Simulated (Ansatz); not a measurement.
Z-matrix (Å, degrees):
```
C
O 1 1.414
B 1 1.547 2 115.4
H 1 1.106 2 111.1 3 122.6
H 1 1.106 2 111.1 3 -122.6
Si 2 1.643 1 121.8 3 -179.8
H 3 1.197 1 117.4 2 180.0
H 3 1.194 1 122.2 2 -0.0
H 6 1.491 2 110.8 1 59.7
H 6 1.481 2 106.7 1 179.9
H 6 1.491 2 110.8 1 -59.9
```

Total charge 0; spin multiplicity 1.

Question: List the ωB97M-V/def2-TZVPP orbital energies in eV (the Gaussian-basis code of Ansatz). (Estimate.)

Answer: Computed: Occupied: -1807.30, -526.12, -282.67, -188.05, -148.32, -102.45, -102.42, -102.42, -31.21, -22.33, -18.13, -16.76, -15.56, -15.28, -13.90, -12.40, -12.09, -11.86, -10.96, -10.64. Lowest empty: 0.42, 1.83, 2.61, 3.14, 3.38, 3.46, 3.82, 3.98.
